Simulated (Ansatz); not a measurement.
Reaction (ligand exchange at a Ga–C bond): `[CH3][GaH2]` + `[SiH3]CS` → `[SiH3]C[S][GaH2]` + CH₄

Computed with Ansatz on PBE0-D4/def2-TZVP structures; ΔE is electronic, products minus reactants. CBS: MP2 limit from def2 TZ/QZ plus the TZ coupled-cluster correction, frozen cores. This one scheme is used for every species. Functionals use def2-TZVPP. B3LYP here is the variant with VWN-RPA as its local correlation; programs differ in this. HSE06 is defined as in plane-wave codes. For Ga outer-core shells are correlated without core-valence functions, which leaves a few kJ/mol of doubt a bond. Scalar relativity is left out up to krypton. One conformer a species, not always the lowest.

`[CH3][GaH2]`:

Cartesian coordinates in Å:
```
C -0.036 0.792 0.436
Ga 0.072 -0.922 -0.522
H -0.845 0.734 1.173
H 0.885 1.030 0.970
H -0.283 1.611 -0.242
H -0.948 -1.247 -1.676
H 1.155 -1.998 -0.140
```

`[SiH3]CS`:

```xyz
9

Si   -0.790    0.262    0.688
C     0.433    0.324   -0.735
S     1.087   -1.323   -1.118
H    -1.953   -0.581    0.316
H    -1.261    1.631    1.037
H    -0.115   -0.328    1.875
H    -0.083    0.648   -1.642
H     1.245    1.031   -0.554
H     1.437   -1.663    0.133
```

`[SiH3]C[S][GaH2]`:

Z-matrix (Å, degrees):
```
Si
C 1 1.878
H 1 1.484 2 109.6
H 1 1.490 2 111.1 3 -120.9
H 1 1.488 2 108.6 3 119.2
S 2 1.826 1 109.7 3 -57.8
H 2 1.092 1 110.8 3 59.6
H 2 1.091 1 111.5 3 179.1
Ga 6 2.191 2 102.8 1 -80.8
H 9 1.558 6 115.9 2 176.6
H 9 1.563 6 116.9 2 -5.1
```

CH₄:

Z-matrix (Å, degrees):
```
C
H 1 1.090
H 1 1.090 2 109.5
H 1 1.090 2 109.5 3 -120.0
H 1 1.090 2 109.5 3 120.0
```

| level | ΔE (kcal/mol) | difference from CCSD(T)/CBS |
| --- | --- | --- |
| LDA (SPW92) | -28.7 | -0.1 |
| PBE-D4 | -29.4 | -0.8 |
| revPBE-D4 | -29.5 | -0.9 |
| BLYP-D4 | -29.9 | -1.3 |
| r2SCAN-D4 | -29.8 | -1.2 |
| B97M-V | -29.8 | -1.2 |
| PBE0-D4 | -29.1 | -0.5 |
| B3LYP-D4 | -29.6 | -1.0 |
| r2SCANh-D4 | -29.6 | -1.0 |
| HSE06-D4 | -29.1 | -0.5 |
| BHLYP-D4 | -29.9 | -1.3 |
| ωB97X-V | -27.6 | 1.0 |
| ωB97M-V | -27.7 | 0.9 |
| B2PLYP | -28.2 | 0.4 |
| PBE-QIDH | -28.5 | 0.1 |
| PBE | -28.1 | 0.5 |
| revPBE | -27.5 | 1.1 |
| r2SCAN | -29.5 | -0.9 |
| PBE0 | -27.9 | 0.7 |
| B3LYP | -27.5 | 1.1 |
| r2SCANh | -29.2 | -0.6 |
| r2SCAN0 | -29.0 | -0.4 |
| CAM-B3LYP | -26.8 | 1.8 |
| LC-ωPBE | -26.3 | 2.3 |
| RPA@PBE/def2-TZVPP | -26.9 | 1.7 |
| HF/def2-SVP | -28.3 | 0.3 |
| MP2/def2-SVP | -30.0 | -1.4 |
| CCSD/def2-SVP | -29.0 | -0.4 |
| CCSD(T)/def2-SVP | -29.7 | -1.1 |
| HF/def2-TZVPP | -27.4 | 1.2 |
| MP2/def2-TZVPP | -28.9 | -0.3 |
| SCS-MP2/def2-TZVPP | -28.0 | 0.6 |
| CCSD/def2-TZVPP | -27.3 | 1.3 |
| CCSD(T)/def2-TZVPP | -28.0 | 0.6 |
| HF/def2-QZVPP | -27.1 | 1.5 |
| MP2/def2-QZVPP | -29.1 | -0.5 |
| SCS-MP2/def2-QZVPP | -28.3 | 0.3 |
| HF/CBS(def2) | -27.1 | 1.5 |
| MP2/CBS(def2) | -29.5 | -0.9 |
| CCSD/CBS(def2) | -27.9 | 0.7 |
| CCSD(T)/CBS | -28.6 | 0 |

Largest T1 diagnostic among the species: 0.013.

At CCSD(T), def2-SVP lies −1.1 kcal/mol from the extrapolated value and def2-TZVPP +0.6 kcal/mol. The D4 term adds −2.1 kcal/mol with B3LYP and −1.2 kcal/mol with PBE0; it sums over pairs of atoms, weighted by their polarisabilities, and B3LYP, whose exchange is more repulsive, gets the larger term. Leaving LDA and LC-ωPBE aside and taking each functional with its dispersion term where it has one, the values spread over 2.4 kcal/mol, from BLYP-D4 to ωB97X-V.
